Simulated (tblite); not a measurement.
Species: C7H9BO2.
Bonds: C1–B2, B2–C3, B2–C4, C4–C5 (aromatic), C5–C6 (aromatic), C6–C7 (aromatic), C7–C8, C8–O9 (double), C7–O10 (aromatic), C4–O10 (aromatic). Hydrogens: H11, H12, H13 on C1; H14, H15, H16 on C3; H17 on C5; H18 on C6; H19 on C8.

Computed with GFN2-xTB (tblite), gas phase: L-BFGS steps from a force-field or distance-geometry start until the largest atomic force falls under 0.01 eV/Å.

Step 55: E = -786.5279 eV
```
atom  x, y, z in Å  |  force x, y, z in eV/Å
C1     -1.9201    1.4759   -0.7221    0.002   0.007  -0.001
B2     -1.4410    0.0286   -0.3379    0.025   0.020  -0.038
C3     -2.4128   -1.2091   -0.3661    0.012   0.008   0.052
C4      0.0363   -0.1703    0.1044   -0.007  -0.002  -0.013
C5      0.6435   -1.0654    0.9746   -0.004  -0.037  -0.074
C6      2.0182   -0.8154    0.9317   -0.019   0.040   0.058
C7      2.1888    0.2216    0.0314   -0.004   0.013   0.028
C8      3.3878    0.8550   -0.4664   -0.006  -0.020  -0.022
O9      4.5128    0.5862   -0.1187    0.012   0.027   0.005
O10     0.9895    0.6139   -0.4417    0.005  -0.030  -0.030
H11    -1.1030    2.1365   -1.0026   -0.021  -0.004  -0.012
H12    -2.3958    1.9252    0.1521    0.007   0.000  -0.020
H13    -2.6671    1.4893   -1.5124    0.011   0.007   0.003
H14    -3.3231   -1.0425   -0.9363    0.022   0.013   0.028
H15    -1.9398   -2.1137   -0.7425    0.009   0.017   0.013
H16    -2.7109   -1.4296    0.6580   -0.045  -0.054   0.036
H17     0.1392   -1.8026    1.5676    0.017   0.008  -0.029
H18     2.8084   -1.2977    1.4701   -0.037  -0.047   0.003
H19     3.1795    1.6233   -1.2354    0.020   0.033   0.012
```

Step 56: E = -786.5291 eV
```
atom  x, y, z in Å  |  force x, y, z in eV/Å
C1     -1.9166    1.4718   -0.7277   -0.005   0.048   0.005
B2     -1.4400    0.0257   -0.3400    0.034   0.019  -0.036
C3     -2.4170   -1.2078   -0.3610    0.003  -0.001   0.048
C4      0.0375   -0.1729    0.1011    0.035   0.006  -0.014
C5      0.6446   -1.0686    0.9704    0.024  -0.053  -0.067
C6      2.0200   -0.8172    0.9302   -0.031   0.034   0.072
C7      2.1919    0.2238    0.0347   -0.059  -0.015   0.021
C8      3.3891    0.8616   -0.4625   -0.032  -0.053   0.001
O9      4.5149    0.5908   -0.1196    0.016   0.045  -0.005
O10     0.9920    0.6141   -0.4407   -0.004  -0.026  -0.020
H11    -1.0992    2.1321   -1.0085   -0.019  -0.012  -0.025
H12    -2.3904    1.9249    0.1453    0.003  -0.005   0.000
H13    -2.6662    1.4874   -1.5152    0.017  -0.002  -0.012
H14    -3.3286   -1.0363   -0.9277    0.017   0.014   0.030
H15    -1.9523   -2.1155   -0.7398    0.019   0.017   0.016
H16    -2.7124   -1.4264    0.6644   -0.041  -0.051   0.032
H17     0.1405   -1.8088    1.5610    0.027   0.022  -0.040
H18     2.8092   -1.3022    1.4690   -0.050  -0.034  -0.006
H19     3.1732    1.6329   -1.2255    0.046   0.048  -0.001
```

**Question.** Estimate the geometry and energy of step 57. (The exact step hangs on the optimiser's Hessian estimate; all steps are aligned on step 56, rigid shifts and turns removed.)

**Answer.** E = -786.5309 eV, largest force 0.117 eV/Å
```
atom  x, y, z in Å  |  force x, y, z in eV/Å
C1     -1.9095    1.4655   -0.7370   -0.012   0.088   0.010
B2     -1.4386    0.0206   -0.3423    0.028   0.012  -0.022
C3     -2.4252   -1.2055   -0.3512   -0.007  -0.012   0.035
C4      0.0390   -0.1776    0.0973    0.078   0.008  -0.024
C5      0.6474   -1.0756    0.9630    0.051  -0.059  -0.043
C6      2.0230   -0.8198    0.9283   -0.038   0.019   0.068
C7      2.1949    0.2273    0.0396   -0.107  -0.046   0.004
C8      3.3893    0.8726   -0.4563   -0.053  -0.073   0.033
O9      4.5169    0.6002   -0.1208    0.010   0.060  -0.017
O10     0.9942    0.6143   -0.4385   -0.012  -0.017  -0.003
H11    -1.0899    2.1217   -1.0199   -0.015  -0.012  -0.040
H12    -2.3804    1.9268    0.1331    0.001  -0.010   0.026
H13    -2.6619    1.4836   -1.5212    0.021  -0.014  -0.034
H14    -3.3384   -1.0252   -0.9129    0.012   0.015   0.034
H15    -1.9733   -2.1173   -0.7358    0.030   0.018   0.026
H16    -2.7176   -1.4235    0.6755   -0.027  -0.041   0.021
H17     0.1453   -1.8198    1.5506    0.028   0.026  -0.050
H18     2.8107   -1.3105    1.4651   -0.059  -0.012  -0.013
H19     3.1643    1.6514   -1.2086    0.069   0.052  -0.011
```

The energy changes by -0.0018 eV. The first-order estimate −F·Δx gives -0.0024 eV and the mean of the old and new forces, exact on a quadratic surface, -0.0018 eV. The step makes an angle of 80° with the force vector and moves no atom by more than 0.027 Å.

The cost below is that of the whole relaxation. On an Arm Neoverse N1 with one thread, shared host with 64 logical CPUs at a one-minute load of 49, this took 1.4 s of wall time.
